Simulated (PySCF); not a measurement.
Species: C₅H₁₀N₂SSi.
Cartesian coordinates in Å at the GFN2-xTB level; atoms count from 1:
```
atom  x, y, z in Å
C1     2.7890   -1.3714   -0.3465
S2     1.2521   -1.3998    0.6189
C3     0.2441   -0.2558   -0.3766
C4     0.6130    1.2305   -0.1999
C5    -0.7338    1.8027    0.2921
Si6   -1.5218    0.0647    0.3265
N7    -2.0743   -0.5275    1.8378
C8    -2.8880   -0.2981   -0.8929
N9    -3.7188   -0.5123   -1.6503
H10    3.1675   -0.3542   -0.3992
H11    2.5961   -1.7597   -1.3434
H12    3.4999   -2.0071    0.1711
H13    0.3173   -0.6014   -1.4077
H14    0.9509    1.6860   -1.1304
H15    1.3954    1.3544    0.5485
H16   -0.6577    2.3132    1.2485
H17   -1.1729    2.5030   -0.4144
H18   -2.6170   -1.3759    1.8699
H19   -1.4508   -0.4818    2.6287
```

NICS = −σ at a ghost point: NICS(0) at the centroid of the ring atoms, NICS(1) 1 Å to either side along the normal of their mean plane, zz for the tensor component along that normal. Level: GIAO PBE0/pcSseg-1 (PySCF, non-relativistic, gas phase) on the GFN2-xTB geometry, one conformer.

Ring bond lengths (Å), with Mayer bond orders in brackets: C3–C4 1.542 (0.94), C4–C5 1.544 (1.02), C5–Si6 1.909 (0.92), Si6–C3 1.928 (0.76).

Give the NICS values of each ring in ppm.

| ring | type | NICS(0) | NICS(1), two faces | NICS(1)zz, two faces | rms pucker (Å) | centre to ring atoms, mean (Å) |
| --- | --- | --- | --- | --- | --- | --- |
| C3–C4–C5–Si6 | 4-membered ring with Si; formal bonds all single | 0.1 | -0.5 / -1.8 | 5.0 / 1.6 | 0.03 | 1.22 |

What can be read from them?

- C3–C4–C5–Si6: mean NICS(1)zz 3.3 ppm, deshielded. C3, C4, C5, Si6 have four or more neighbours, and the NICS criterion for π rings isn't applied. The two faces differ by 3.4 ppm, so no symmetry operation interchanges them.

What are the shieldings of the ring atoms and their hydrogens in the same run (means over atoms taken as equivalent)?

| atoms | environment | σ isotropic (ppm) |
| --- | --- | --- |
| C3 | sp3 carbon bound to sulfur | 136.8 |
| C4 | four-membered-ring carbon | 156.2 |
| C5 | sp3 carbon bound to silicon | 164.7 |
| Si6 | four-coordinate silicon | 371.1 |
| H13 | methine hydrogen | 28.81 |
| H14 | methylene hydrogen | 29.08 |
| H15 | methylene hydrogen | 29.89 |
| H16 | methylene hydrogen | 29.86 |
| H17 | methylene hydrogen | 29.66 |

Time: 37 s wall; peak memory 1.0 GiB. Hardware: Intel Xeon 6975P-C, one thread, shared host with 192 logical CPUs at a one-minute load of 69. This is the whole shielding run at PBE0/pcSseg-1, SCF included.
